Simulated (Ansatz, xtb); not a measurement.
**C5H4N2: which of two isomers lies lower**

We compare X, `C#Cc1ncc[nH]1`, a singlet, with Y, `C#Cc1c[nH]cn1`, a singlet. Both are isolated molecules in the gas phase, relaxed with PBE0-D3(BJ)/def2-SVP.

Quicker runs give these differences E(Y) − E(X): GFN2-xTB +0.84 kcal/mol; HF/STO-3G −0.45 kcal/mol (at GFN2-xTB geometries); r2SCAN-D4/def2-SVP +0.33 kcal/mol (at GFN2-xTB geometries).

Question: Estimate E(Y) − E(X) at the level CCSD(T)/def2-SVP + ΔMP2/def2-TZVPP.

Answer: CCSD(T)/def2-SVP + ΔMP2/def2-TZVPP gives E(Y) − E(X) = −0.42 kcal/mol, slightly favouring structure Y, which is too small a margin to settle the true order.

The same difference at several levels:

```tsv
level	geometry	E(Y) − E(X) (kcal/mol)	departure from the last row (kcal/mol)	job, with rough time for the two
GFN2-xTB	GFN2-xTB	+0.84	+1.26	optimisation, 0.35 s
HF/STO-3G	GFN2-xTB	−0.45	−0.04	single point, 0.99 s
r2SCAN-D4/def2-SVP	GFN2-xTB	+0.33	+0.75	single point, 6.2 s
PBE0-D3(BJ)/def2-SVP	PBE0-D3(BJ)/def2-SVP	−0.04	+0.38	optimisation, 46 s
HF/def2-SVP	PBE0-D3(BJ)/def2-SVP	−1.19	−0.77	part of the CCSD(T) run
MP2/def2-SVP	PBE0-D3(BJ)/def2-SVP	−0.22	+0.20	part of the CCSD(T) run
CCSD(T)/def2-SVP	PBE0-D3(BJ)/def2-SVP	−0.73	−0.31	single point
CCSD(T)/def2-SVP + ΔMP2/def2-TZVPP	PBE0-D3(BJ)/def2-SVP	−0.42		single point, 82 s
```

As drawn, both hold the same kinds of bond in the same numbers.

The largest departure from CCSD(T)/def2-SVP + ΔMP2/def2-TZVPP is that of GFN2-xTB, 1.26 kcal/mol. The last row adds to CCSD(T) the change of the MP2 difference between the two basis sets, here +0.31 kcal/mol.

With thermal terms from frequencies at re-optimised GFN2-xTB minima (ideal gas, soft modes damped towards free rotors, one conformer each, 298.15 K, 1 atm): the zero-point term adds −0.02 kcal/mol; ΔH is −0.43 and ΔG −0.44 kcal/mol.

The correlated steps freeze 7 core orbitals. Run with Ansatz 0.2.0, xtb 6.7.1; the last row on 2 threads of Intel(R) Xeon(R) Processor @ 2.70GHz on a shared host.
